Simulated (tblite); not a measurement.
Compound: C6H9O (doublet state).
Structure used (GFN2-xTB), in Å, numbered top down from 1:
```xyz
16
C6H9O angstrom
C     -2.4237    1.5203   -0.2691
C     -1.6587    0.6839    0.3313
C     -0.3816    0.0473   -0.2765
C     -0.7597   -1.3908   -0.4804
O     -0.5515   -2.2810    0.2994
C      0.7893    0.2277    0.6861
C      2.1055   -0.1748    0.0307
H     -2.5476    2.0156   -1.2018
H     -1.8331    0.3562    1.3479
H     -0.1816    0.5218   -1.2399
H     -1.3222   -1.5695   -1.4177
H      0.8387    1.2721    1.0019
H      0.6155   -0.3931    1.5669
H      2.2868    0.4168   -0.8649
H      2.0852   -1.2264   -0.2453
H      2.9310   -0.0171    0.7201
```

Method: GFN2-xTB as coded in tblite; computed harmonic values from a numerical Hessian at the method's own geometry, unscaled. Errors from tens to a few hundred cm⁻¹ against measured bands are possible. One conformer, not necessarily the lowest. Open shells enter through the occupations alone, without spin polarisation, and single modes of such species can be off by tens of per cent.

Harmonic wavenumbers (cm⁻¹): 64.1, 74.4, 92.2, 190.6, 221.7, 259.3, 278.0, 356.8, 415.5, 606.7, 656.5, 704.0, 814.9, 845.2, 906.6, 924.4, 936.2, 1011.2, 1078.4, 1097.4, 1126.1, 1173.8, 1214.2, 1247.8, 1297.4, 1340.3, 1376.4, 1413.6, 1473.0, 1499.8, 1501.9, 1704.6, 1764.8, 2757.7, 2962.5, 2977.3, 2994.5, 3025.1, 3027.5, 3042.4, 3046.2, 3214.6.

A = 3460, B = 2077, C = 1469 MHz; mass 97.065 u (most abundant isotopes); point group C1, symmetry number 1; spin multiplicity 2.

Q: Zero-point energy?

A: Half the sum of the wavenumbers: 28358 cm⁻¹ = 339.23 kJ/mol.

Q: Entropy at 500 K, 1 bar (ideal gas, RRHO, classical rotation)?

A: Translation 176.66, rotation 122.81, vibration 166.54, spin (R ln 2) 5.76: S = 471.8 J/(mol K).

Q: And Cp and H(500 K) − H(0)?

A: Cp = 195.27 J/(mol K), of which vibrations give 162.01 (their classical limit is 42 R = 349.2); H(500 K) − H(0) = 58.88 kJ/mol without the zero-point energy, 42.25 from vibrations.

Q: Which modes carry the vibrational entropy at 500 K?

A: 64.1 cm⁻¹: 22.38; 74.4 cm⁻¹: 21.15; 92.2 cm⁻¹: 19.37; 190.6 cm⁻¹: 13.41; 221.7 cm⁻¹: 12.19; 259.3 cm⁻¹: 10.94 J/(mol K); the other 36 give 67.10 together.

Q: Blend soft modes into free rotors: weight 1/[1 + (100 cm⁻¹/ν̃)⁴] for the oscillator and the rest for a rotor with moment μB/(μ + B), μ = h/(8π²ν), B = 10⁻⁴⁴ kg m². What vibrational entropy results?

A: 153.50 J/(mol K) in place of 166.54, which changes −T·S at 500 K by +6.52 kJ/mol.

Q: How do the functions run with temperature in this model?

A: 
```json
{"T (K)": "50", "S (J/(mol K))": "239.1", "Cp (J/(mol K))": "52.2", "H − H(0) (kJ/mol)": "2.03", "G − H(0) (kJ/mol)": "-9.93", "ln q(vib)": "0.38"}
{"T (K)": "100", "S (J/(mol K))": "281.5", "Cp (J/(mol K))": "71.9", "H − H(0) (kJ/mol)": "5.14", "G − H(0) (kJ/mol)": "-23.01", "ln q(vib)": "1.40"}
{"T (K)": "298.15", "S (J/(mol K))": "387.5", "Cp (J/(mol K))": "133.6", "H − H(0) (kJ/mol)": "25.45", "G − H(0) (kJ/mol)": "-90.10", "ln q(vib)": "5.70"}
{"T (K)": "373.15", "S (J/(mol K))": "420.2", "Cp (J/(mol K))": "158.1", "H − H(0) (kJ/mol)": "36.39", "G − H(0) (kJ/mol)": "-120.40", "ln q(vib)": "7.26"}
{"T (K)": "750", "S (J/(mol K))": "561.9", "Cp (J/(mol K))": "248.9", "H − H(0) (kJ/mol)": "114.87", "G − H(0) (kJ/mol)": "-306.53", "ln q(vib)": "14.82"}
{"T (K)": "1000", "S (J/(mol K))": "638.7", "Cp (J/(mol K))": "284.5", "H − H(0) (kJ/mol)": "181.83", "G − H(0) (kJ/mol)": "-456.84", "ln q(vib)": "19.46"}
```

q(vib) and H(0) count from the zero-point level.

Hindered rotation and anharmonicity are outside this model. Other conformers, if any are populated, would add a mixing term that is left out. The structure is chiral; the term R ln 2 for an equal mix with its mirror image is left out.

Hardware: one thread, AMD EPYC 7B13 (x86_64), no GPU, on a shared host. Cost: 0.42 s. The figure is for the frequency step alone.
